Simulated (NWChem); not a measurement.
Molecule: SiH4O3; SMILES O[SiH](O)O

```xyz
8

Si     0.0780    -0.0053     0.4813
O     -1.3474     0.1970    -0.3444
O      0.5815    -1.5225     0.0660
O      1.2548     1.0760     0.0748
H     -0.1230     0.1912     1.9353
H     -1.8668     0.9796    -0.1403
H     -0.1096    -2.1090    -0.2555
H      1.6778     0.9361    -0.7784
```
Atoms are numbered in this order, from 1.

Program: NWChem. Geometry optimised at PBE0/def2-SVP; all other runs use it. 

```json
[
 {"quantity": "isotropic polarisability (bohr³), static", "level": "B3LYP/def2-SVPD", "value": "38.2"},
 {"quantity": "dipole in solution (D) in n-hexane", "level": "PBE0/def2-SVP, SMD", "value": "?"},
 {"quantity": "vertical, lowest state with f > 0.02, singlet (eV)", "level": "B3LYP/def2-SVPD, TDA", "value": "?"},
 {"quantity": "−ε(HOMO) (eV)", "level": "B3LYP/def2-SVP", "value": "8.47"},
 {"quantity": "dipole (D)", "level": "PBE0/def2-SVP", "value": "1.72"},
 {"quantity": "highest harmonic frequency (cm⁻¹)", "level": "PBE0/def2-SVP", "value": "?"}
]
```

**Question.** Complete the blanks.

**Answer.** 
- dipole in solution (D) in n-hexane, value: 1.83
- vertical, lowest state with f > 0.02, singlet (eV), value: 7.73
- highest harmonic frequency (cm⁻¹), value: 3941
